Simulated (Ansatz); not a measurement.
Basis-set extrapolation for C2H8ClNOSi2 (`C=C[Si](N)(Cl)O[SiH3]`) (PBE0-D4/def2-TZVP geometry, frozen core, Ansatz 0.2.0). Multiplicity 1, RHF reference.

|  | def2-TZVPP | def2-QZVPP |
| --- | --- | --- |
| HF | -1247.384366 | -1247.426077 |
| MP2 correlation | -1.194795 | -1.288861 |
| CCSD(T) correlation | -1.310984 | not run |

Energies in hartree. Use E(X) = E(∞) + A·exp(−7.88·√X) for Hartree–Fock and E(X) = E(∞) + B·X^(−2.97) for correlation, with X = 3 and 4, and add CCSD(T) minus MP2 of the smaller set to the MP2 limit.

Question: What is the CCSD(T) energy at the basis-set limit?

Answer: HF limit: -1247.426077 + (-0.041711) × 0.13774 = -1247.43182. MP2 limit: -1.288861 + (-0.094066) × 0.74074 = -1.35854. Higher-order term: -1.310984 − (-1.194795) = -0.11619. Total: -1248.90655 hartree, 5.75 eV below CCSD(T)/def2-TZVPP.
